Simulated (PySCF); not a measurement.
C$_{3}$H$_{9}$B, triplet, geometry from GFN2-xTB (a higher spin typed on purpose: for a closed-shell molecule this is an excited state). Base run: HF/6-31G run with PySCF.

Here is a job for PySCF.
```python
from pyscf import gto, scf

mol = gto.M(
    atom='''
B     0.05650358    0.39417268    0.34215853
C     1.41954857   -0.13518450   -0.48372115
H     1.23896787   -1.03247355   -1.07187377
H     2.08937162   -0.36474791    0.33933365
H     1.85126810    0.63004949   -1.11693327
C    -0.56583753   -0.64972355    1.37286759
H    -0.79811715   -1.61888125    0.91410609
H    -1.49285218   -0.28887489    1.82201511
H     0.10206547   -0.85538698    2.21126460
C    -0.85670585    0.67333727   -1.03925510
H    -1.79304235    1.01427906   -0.60819344
H    -1.02816575   -0.22719148   -1.62518173
H    -0.43404466    1.44178876   -1.67467795
''',
    basis='6-31g',
    spin=2,
    verbose=4,
    symmetry=True,
)

mf = scf.UHF(mol)
mf.kernel()
mf.analyze()
```

Variants of this job, named by their change:

```
change                               ΔE vs base (eV)  point group used  SCF cycles
-----------------------------------  ---------------  ----------------  ----------
base                                            0.00                Cs          12
symmetry = off                                  0.00                C1          12
irrep_nelec = A':(10, 10) A":(7, 5)             7.01                Cs          15
irrep_nelec = A':(12, 10) A":(5, 5)            10.59                Cs          18
```

Open shells are given as the SCF converged; they aren't shown to be the lowest states, and a large step between rows can be another state.
